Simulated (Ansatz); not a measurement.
Two members of one family ((XSi)4Y6), computed with Ansatz in the gas phase. A negative affinity means that the extra electron isn't bound at that geometry and level; within about 0.2 eV of zero the sign isn't settled. Binding counts from free atoms in the multiplicity of their measured ground term, without zero-point energy. Sets without diffuse functions give affinities that are too small. A dash marks a value that wasn't run or was left out as unsound. The structures are stationary points that may keep the symmetry of their start. Remarks come from the PBE and PBE0 runs and from stability tests at other levels; not every state was tested. A HOMO above zero means that the electron is unbound at that level and held by the basis, or that self-interaction error raises the level; the energy of removing that electron tells which. HOMO above LUMO (over both spins in singlets and doublets, within one spin in higher multiplets; at PBE or PBE0), or a gap under 0.15 eV within one spin, warns that the state may not be the lowest or that an electron is smeared out.

First: (FSi)4O6 adamantane (singlet, charge 0, PBE-D4/def2-SVP geometry).

```tsv
atom	x (Å)	y (Å)	z (Å)
Si1	1.450	0.917	0.170
F2	2.793	1.766	0.326
O3	0.883	0.931	-1.407
Si4	-0.528	0.057	-1.640
F5	-1.017	0.110	-3.159
O6	-0.218	-1.511	-1.138
Si7	0.299	-1.636	0.451
F8	0.576	-3.153	0.868
O9	1.673	-0.689	0.593
O10	-0.883	-0.931	1.406
Si11	-1.220	0.662	1.019
F12	-2.353	1.277	1.966
O13	0.219	1.511	1.138
O14	-1.673	0.689	-0.593
```

```json
{"level": "PBE-D4/def2-SVP", "HOMO (eV)": "-8.63", "LUMO (eV)": "-1.75", "gap (eV)": "6.88", "vertical IE (eV)": "–", "vertical EA (eV)": "-0.49", "binding per atom (eV)": "5.70"}
{"level": "PBE0-D4/def2-SVP", "HOMO (eV)": "-10.59", "LUMO (eV)": "-0.79", "gap (eV)": "9.80", "vertical IE (eV)": "12.61", "vertical EA (eV)": "-0.81", "binding per atom (eV)": "5.48"}
```

Remarks: gap within one spin near zero at PBE or PBE0 (+1 doublet), HOMO above LUMO (+1 doublet), HOMO above zero (-1 doublet).

Second: (ClSi)4CH26 adamantane (singlet, charge 0, PBE-D4/def2-SVP geometry).

```xyz
26

Si   -0.251   -0.694   -1.748
Cl   -0.527   -1.460   -3.681
C     1.242   -1.519   -0.938
Si    1.502   -0.837    0.803
Cl    3.161   -1.761    1.691
C    -0.046   -1.169    1.833
Si   -1.548   -0.341    1.043
Cl   -3.258   -0.719    2.197
C    -1.784   -1.027   -0.699
C    -1.242    1.519    0.937
Si    0.296    1.872   -0.099
Cl    0.623    3.940   -0.207
C     0.045    1.169   -1.833
C     1.785    1.028    0.699
H     1.086   -2.617   -0.893
H     2.151   -1.340   -1.551
H     0.099   -0.782    2.865
H    -0.217   -2.264    1.913
H    -1.975   -2.121   -0.650
H    -2.673   -0.558   -1.171
H    -1.113    1.937    1.959
H    -2.124    2.019    0.485
H    -0.822    1.666   -2.318
H     0.938    1.380   -2.458
H     2.700    1.236    0.104
H     1.951    1.441    1.717
```

Task: Estimate how these quantities change from the first to the second (second minus first).

Result: 
| level | Δ HOMO (eV) | Δ LUMO (eV) | Δ gap (eV) | Δ vertical IE (eV) | Δ vertical EA (eV) | Δ binding per atom (eV) |
| --- | --- | --- | --- | --- | --- | --- |
| PBE-D4/def2-SVP | 1.77 | 0.00 | -1.78 | – | 0.33 | -1.41 |
| PBE0-D4/def2-SVP | 2.36 | -0.21 | -2.58 | -2.94 | 0.52 | -1.22 |

Remarks: gap within one spin near zero at PBE or PBE0 (+1 doublet), HOMO above LUMO (+1 doublet), HOMO above zero (-1 doublet).
